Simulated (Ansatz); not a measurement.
H₄Se₂Sn, SMILES `[SeH][SnH2][SeH]`, one more setting.

```yaml
crystal:
  periodic: [false, false, false]
  atoms:
    - {symbol: Se, position_ang: [-1.961193, -0.424691, -0.647747]}
    - {symbol: Sn, position_ang: [-0.186226, 0.659929, 0.583033]}
    - {symbol: Se, position_ang: [1.981661, -1.493972, 0.906575]}
    - {symbol: H, position_ang: [-1.309785, -0.520381, -2.166542]}
    - {symbol: H, position_ang: [0.257108, 1.693818, -0.217683]}
    - {symbol: H, position_ang: [-0.636298, 0.663256, 2.175359]}
    - {symbol: H, position_ang: [2.069781, -1.267612, -0.724248]}
basis:
  gaussian: {orbitals: def2-TZVPD, point_charges: [{charge: 2.00, position_ang: [6.179, 0.678, -0.386]}]}
hamiltonian: {xc: {name: PBE-QIDH}}
```

```sh
$ ansatz run in.yaml --threads 4 --pin off --events-out ev --progress --plain --max-ram 10444MiB
```

Shortened log:

```
Functional definition: PBE-QIDH
1548 factors; integrals over basis functions are off by at most 9.7e-4 eV
mean field evaluation 1: about -136547.1277 eV, gradient 1.8e1 eV
mean field evaluation 2: about -136547.2293 eV, gradient 1.8e1 eV
mean field evaluation 4: about -136548.5370 eV, gradient 2.6e0 eV
mean field evaluation 8: about -136548.5593 eV, gradient 1.7e-1 eV
mean field evaluation 16: about -136548.5597 eV, gradient 1.2e-3 eV
mean field -136548.55970117 eV, -5018.0670130798 hartree, gradient 3.3e-6 eV, S^2 0.000000; 0 other end points of the search recorded, 0 dependent functions left out
22 core orbitals not correlated: weight in the atoms' cores, before any rotation towards them, 1.000 or more for the frozen orbitals, at most 0.000 for the correlated occupied ones
reference -136548.55972513 eV, -5018.0670139605 hartree; 25, 25 occupied and 159, 159 virtual orbitals, 1548 factors
second order -26.81336841 eV of doubles, -0.00000000 eV of singles
Total energy: -136557.49751460 eV, -5018.3954716652 hartree
```

Hardware: 4 threads of an Arm Neoverse V2 on a shared host. Wall time 6 s, peak host memory 0.66 GiB.
